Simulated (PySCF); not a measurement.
How exact exchange moves a shielding

Molecule: `C=CC[SiH2]N`, C3H9NSi.

Atoms are numbered as in `[CH2:1]=[CH:2][CH2:3][SiH2:4][NH2:5]` (H(Xn): hydrogen on atom n). Ha(C1) is cis to C3; Hb(C1) is trans to C3.

GIAO shieldings (ppm, equivalent atoms averaged) in PySCF 2.14.0 with density-fitted response routines on the PBE0-D3(BJ)/def2-SVP geometry, basis pcSseg-1, gas phase, non-relativistic:

```csv
functional,exact exchange (%),σ(C3),σ(Si4)
BLYP,0,147.7,355.8
BP86,0,152.8,363.1
PBE,0,153.0,363.7
B3LYP,20,153.6,368.3
mPW1PW91,25,159.2,378.2
BHandHLYP,50,160.8,387.2
HF,100,171.6,420.9
```

**Question.** Fit each shielding as a line in the percentage of exact exchange.

**Answer.** σ(C3) = 151.3 + 0.20 x (rms 2.1 ppm); σ(Si4) = 360.2 + 0.59 x (rms 3.2 ppm). The functionals also differ in their semilocal parts, which the line can't hold; Hartree–Fock has no correlation at all.

**Question.** What does the line predict for PBE0 (25 %), and what does the run give?

**Answer.** σ(C3): 156.3 predicted, 159.8 computed; σ(Si4): 374.9 predicted, 379.3 computed ppm.
